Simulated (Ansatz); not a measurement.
Mulliken charges of BFGeH₄O (`O[B](F)[GeH3]`) from r2SCAN/def2-TZVPP in Ansatz (PBE0-D4/def2-TZVP geometry).

| atom | x (Å) | y (Å) | z (Å) | charge (e) |
| --- | --- | --- | --- | --- |
| O1 | 1.777 | 0.708 | -0.630 | -0.262 |
| B2 | 1.058 | -0.138 | 0.133 | 0.368 |
| F3 | 1.755 | -0.962 | 0.903 | -0.248 |
| Ge4 | -1.023 | -0.226 | 0.174 | -0.030 |
| H5 | 1.243 | 1.290 | -1.175 | 0.223 |
| H6 | -1.563 | 0.083 | 1.579 | -0.013 |
| H7 | -1.625 | 0.805 | -0.802 | -0.025 |
| H8 | -1.529 | -1.618 | -0.237 | -0.012 |

**Question.** By hand: the dipole of these point charges (1 e Å = 4.8032 D).

**Answer.** Σ q r = (-0.124, 0.295, -0.275) e Å, of length 0.422 e Å = 2.03 D.

**Question.** How does the dipole of the full density compare? (Best estimate.)

**Answer.** Ansatz gave: (-0.198, 0.258, -0.241) e Å, 1.94 D; the point charges give 1.05 times that, at 12° from its direction.

Point charges leave out the atoms' own dipoles, such as those of lone pairs, and Mulliken's split depends on the basis, so the close match here is no proof of good charges.
